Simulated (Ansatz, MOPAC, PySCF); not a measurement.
Dissociation curve of BeO, singlet. Each curve is given relative to its own lowest point near equilibrium.

```
R / Å      A      B      C       D
-----  -----  -----  -----  ------
1.05   2.892  4.417  3.512   3.838
1.14   0.649  1.847  1.316   1.411
1.18   0.069  1.139  0.748   0.774
1.25   1.029  0.367  0.179   0.149
1.28   0.719  0.181  0.063   0.035
1.32   0.411  0.039  0.000   0.000
1.35   0.245  0.000  0.010   0.048
1.43   0.018  0.112  0.215   0.418
1.45   0.000  0.178  0.297   0.555
1.55   0.072  0.652  0.824   1.418
1.64   0.296  1.014  1.396   2.356
1.79   0.841  1.562  2.393   4.029
2.00   1.726  2.459  3.664   6.215
2.19   2.501  3.234  4.587   7.735
2.38   3.129  3.882  5.286   8.685
2.63   3.669  4.458  5.931   9.376
2.89   3.854  4.796  6.372   9.794
3.29   3.892  5.055  6.787  10.168
3.59   3.893  5.150  6.977  10.321
3.99   3.893  5.212  7.135  10.424
4.67   3.890  5.265  7.269  10.473
5.29   3.893      —  7.320  10.477
```

Energies in eV.

Question: Which curve belongs to which method? The methods are MOPAC 23.2.5 with PM6, restricted, heats of formation; restricted B3LYP/6-31G*, spherical d in PySCF; CCSD on UHF/cc-pVTZ, frozen core run with Ansatz (a first-principles code); unrestricted B3LYP/3-21G (PySCF).

Answer: A is UCCSD; B is UKS-B3LYP/3-21G; C is RKS-B3LYP/6-31G*; D is PM6.

Dashes: no converged value, or the column stops at the first point that the program doubted or that broke a chosen test of continuity, which isn't proof of a fault.

The unrestricted determinant behind UKS-B3LYP/3-21G is spin-contaminated at 1.55 to 4.67 Å (<S²> up to 1.1, against 0.00 for a pure singlet). The restricted form behind RKS-B3LYP/6-31G*, PM6 keeps the bonding electrons paired and can't separate into open-shell fragments. The unrestricted determinant behind UCCSD is spin-contaminated at 1.25 to 5.29 Å (<S²> up to 1.3, against 0.00 for a pure singlet).
